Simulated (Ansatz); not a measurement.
Species: C10H9B, SMILES `Bc1ccc2cccc-2cc1` (charge 0, multiplicity 1).

Question: Give a relaxed geometry from PBE0-D3(BJ)/def2-SVP in Ansatz (a quantum-chemistry and plane-wave program).

Answer: Several could match; the one computed here: the end point of this relaxation, one of several conformers (outside a Z-matrix the atoms follow the SMILES, hydrogens last).
Z-matrix (Å, degrees):
```
C
C 1 1.3914
C 2 1.3942 1 129.11
H 3 1.0939 2 114.95 1 179.99
H 2 1.0956 1 115.08 3 180.00
C 1 1.4015 2 126.12 5 0.00
H 6 1.0895 1 125.25 2 0.00
C 6 1.4042 7 126.49 1 180.00
H 8 1.0916 6 124.92 7 0.00
C 8 1.4042 9 124.92 6 180.00
H 10 1.0895 8 126.49 9 0.00
C 10 1.4015 11 125.25 8 180.00
C 12 1.3914 10 126.12 11 0.00
C 13 1.3942 12 129.11 10 -179.99
H 14 1.0939 13 114.95 12 179.99
H 13 1.0956 12 115.08 10 0.01
C 3 1.4114 4 114.75 2 -180.00
B 17 1.5506 3 116.63 4 0.02
H 18 1.2094 17 120.27 3 -0.04
H 18 1.2094 19 119.46 4 -179.97
```
